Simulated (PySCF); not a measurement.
**Polarisability and C₆ of Mn³⁺ (manganese, charge +3)**

[Ar] 3d4, high-spin 5D determinant. All numbers are calculated (PySCF 2.14, the spin-free X2C one-electron Hamiltonian (Gaussian nucleus), in aug-cc-pwCVTZ-DK (10s9p7d4f3g, 127 functions)). Coupled (time-dependent) response in atomic units; α is the mean over directions.

| method | mean α (bohr³) | α xx, yy, zz | C₆ (like pair) | S(−4) |
| --- | --- | --- | --- | --- |
| PBE0 | 2.004 | 1.924, 1.924, 2.166 | 5.004 | 1.404 |

S(−4) is the Cauchy moment in α(ω) = α(0) + S(−4) ω² + …

α(iu) at PBE0:

```
u (hartree)  α(iu) (bohr³)
          0          2.004
     0.0500          2.001
      0.100          1.991
      0.200          1.951
      0.300          1.892
      0.500          1.742
      0.750          1.544
       1.00          1.363
       1.50          1.069
       2.00         0.8492
       3.00         0.5610
       5.00         0.2897
```

A single London oscillator, α(iu) = α/(1 + u²/ω²), gives C₆ = (3/4) ω α². Matching the computed C₆ needs ω = 4 × 5.004 / (3 × 2.004²) = 1.66 hartree.

For an ion, C₆ is the dispersion term alone; charge-induced terms of lower order in 1/R come first.

The components differ because the open shell of this determinant is not spherical; for a pure term their mean is the scalar polarisability.
